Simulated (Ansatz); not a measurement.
Ansatz (an electronic-structure program) input:

Ansatz 0.2 input:
```yaml
crystal:
  periodic: [false, false, false]
  atoms:
    - {symbol: Pb, position_ang: [0.00750872, -0.00447387, 0.14975575]}
    - {symbol: F, position_ang: [0.92279409, 1.61388422, -0.68259941]}
    - {symbol: F, position_ang: [-0.99120685, -1.57312230, -0.68184189]}
basis:
  gaussian:
    orbitals: def2-SVP
total_charge: 1
magnetization: {spin_polarized: true, initial_magnetization: 1}
correlation: {method: ccsd_t, electrons: outside_noble_gas}
```

### Question
Predict the final energy.

### Answer
-390.65141 Eh (CCSD(T)/def2-SVP). The basis has 54 functions.

The program attaches cautions to this result: other roots.

The determinant is spin-contaminated: <S^2> is 0.85 against 0.75 for a pure state.
